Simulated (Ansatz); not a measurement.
Reaction (isomerisation): `[SiH3][SiH2]SS` → `[SiH3]S[SiH2]S`

Gas-phase electronic energies from Ansatz, PBE0-D4/def2-TZVP geometries. CCSD(T)/CBS adds triple-zeta CCSD(T) − MP2 to the extrapolated MP2 energy (def2 sets, frozen cores). DFT in def2-TZVPP. B3LYP here is the variant with VWN-RPA as its local correlation; programs differ in this. Each species was taken in one conformer, which may not be the lowest.

| level | ΔE (kJ/mol) | difference from CCSD(T)/CBS |
| --- | --- | --- |
| PBE-D4 | -143.9 | 19.4 |
| r2SCAN-D4 | -159.4 | 3.9 |
| PBE0-D4 | -153.7 | 9.6 |
| B3LYP-D4 | -152.9 | 10.4 |
| ωB97X-V | -159.3 | 4.0 |
| ωB97M-V | -165.1 | -1.8 |
| B2PLYP | -158.8 | 4.5 |
| PBE | -140.8 | 22.5 |
| r2SCAN | -158.7 | 4.6 |
| PBE0 | -151.1 | 12.2 |
| B3LYP | -147.9 | 15.4 |
| HF/def2-TZVPP | -166.5 | -3.2 |
| MP2/def2-TZVPP | -177.0 | -13.7 |
| SCS-MP2/def2-TZVPP | -170.5 | -7.2 |
| CCSD/def2-TZVPP | -163.5 | -0.2 |
| CCSD(T)/def2-TZVPP | -163.1 | 0.2 |
| HF/def2-QZVPP | -166.4 | -3.1 |
| MP2/def2-QZVPP | -177.0 | -13.7 |
| SCS-MP2/def2-QZVPP | -170.9 | -7.6 |
| HF/CBS(def2) | -166.4 | -3.1 |
| MP2/CBS(def2) | -177.1 | -13.8 |
| CCSD/CBS(def2) | -163.7 | -0.4 |
| CCSD(T)/CBS | -163.3 | 0 |

Largest T1 diagnostic among the species: 0.013.

The D4 term adds −5.0 kJ/mol with B3LYP and −2.7 kJ/mol with PBE0; it sums over pairs of atoms, weighted by their polarisabilities, and B3LYP, whose exchange is more repulsive, gets the larger term. From PBE to PBE0 (25 % exact exchange), in def2-TZVPP and without D4, ΔE moves by −10.2 kJ/mol.

CCSD(T)/CBS has its own doubt, a few kJ/mol and more with outer-core shells, so smaller differences from it don't rank the levels.
